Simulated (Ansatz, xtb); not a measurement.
## Relative energy of two conformers of FH4NSiSn

We compare X, `F[SiH2][NH][SnH]`, a singlet, with Y, `F[SiH2][NH][SnH]`, a singlet. Both are isolated molecules in the gas phase, relaxed with B3LYP-D3(BJ)/def2-SVP.

X (Å):

```xyz
8

F    -1.8988   -0.0876    1.9087
N     0.0846    1.5507    2.9574
Si   -0.2873    0.0932    2.1074
Sn    0.3412    3.4840    2.2379
H     0.3096    0.1392    0.7528
H     0.1634   -1.0885    2.8930
H     0.0651    1.4809    3.9750
H     0.2190    2.8992    0.5475
```

Y (Å):

```xyz
8

F     1.9105    1.5929    2.4820
N    -0.6678    0.9372    2.2777
Si    0.7853    1.1706    1.3785
Sn   -0.9314    1.1632    4.3349
H    -2.6671    0.7034    4.1559
H    -1.5000    0.6551    1.7612
H     0.6985    2.2779    0.3853
H     1.2666   -0.0650    0.6990
```

Problem. Estimate E(Y) − E(X) at the level CCSD(T)/def2-SVP + ΔMP2/def2-TZVPP.

Solution. Calculated at CCSD(T)/def2-SVP + ΔMP2/def2-TZVPP: E(Y) − E(X) = +9.7 kJ/mol, so structure X lies lower.

How the difference moves with the method:

```
                             level               geometry  E(Y) − E(X) (kJ/mol)  departure from the last row (kJ/mol)  job, with rough time for the two
             B3LYP-D3(BJ)/def2-SVP  B3LYP-D3(BJ)/def2-SVP                    +8.7                                  −1.0             optimisation, 1.8 min
                       HF/def2-SVP  B3LYP-D3(BJ)/def2-SVP                    +7.5                                  −2.3           part of the CCSD(T) run
                      MP2/def2-SVP  B3LYP-D3(BJ)/def2-SVP                   +11.1                                  +1.4           part of the CCSD(T) run
                  CCSD(T)/def2-SVP  B3LYP-D3(BJ)/def2-SVP                   +10.4                                  +0.7                      single point
CCSD(T)/def2-SVP + ΔMP2/def2-TZVPP  B3LYP-D3(BJ)/def2-SVP                    +9.7                                                      single point, 35 s
```

None of the levels shown reverses the order. The largest departure from CCSD(T)/def2-SVP + ΔMP2/def2-TZVPP is that of HF/def2-SVP, 2.3 kJ/mol. Levels run at GFN2-xTB geometries aren't shown. The last row adds to CCSD(T) the change of the MP2 difference between the two basis sets, here −0.7 kJ/mol.

With harmonic frequencies from B3LYP-D3(BJ)/def2-SVP (ideal gas, rigid rotor, one conformer each, 298.15 K, 1 atm): on the last row, ΔE + ΔZPE = +7.8 kJ/mol. A mode under 50 cm⁻¹ makes harmonic enthalpies and free energies unreliable, so none is given.

The correlated steps freeze 11 core orbitals; the filled d shell of Sn is correlated, in a basis made for valence electrons. Atoms past krypton carry core potentials in the def2 sets and no spin–orbit term is included. Codes used: Ansatz 0.2.0; the last row on 1 thread of Intel(R) Xeon(R) 6975P-C (Granite Rapids) on a shared host.
